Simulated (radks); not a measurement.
Initial-state core-level shifts of the germanium ion Ge+ when its valence configuration changes from [Ar] 3d10 4s2 4p1. Method: scalar-relativistic Kohn-Sham, PBEsol, spin-polarised, spherical densities, finite nucleus; open shells are filled with parallel spins first; Fermi nuclear charge, rms radius 4.0742 fm; computed with a radial shooting solver on a logarithmic mesh with Libxc functionals. Shifts are changes of the shell-averaged eigenvalues in eV (positive: less bound); the change of the density at the nucleus, which sets a Mossbauer isomer shift, is in e/bohr^3, on a base of 3.203e+04.

valence	1s	2s	2p	3p	density at nucleus
3d10 4s1 4p2	-1.386	-1.329	-1.326	-1.409	-18.798
3d10 4s0.5 4p2.5	-2.250	-2.159	-2.155	-2.263	-28.457
3d9 4s2 4p2	-12.072	-13.255	-13.151	-10.816	+11.547
3d9 4s0.5 4p3.5	-14.310	-15.434	-15.322	-13.044	-21.430
3d8 4s2 4p3	-24.925	-27.489	-27.274	-21.910	+24.229
3d8 4s1 4p4	-26.497	-29.034	-28.812	-23.458	-0.301
3d7 4s2 4p4	-38.997	-43.081	-42.758	-33.653	+37.833
3d10 4p3	-3.098	-2.974	-2.969	-3.102	-38.319
3d10 4s1.5 4p1.5	-0.751	-0.720	-0.719	-0.757	-9.200
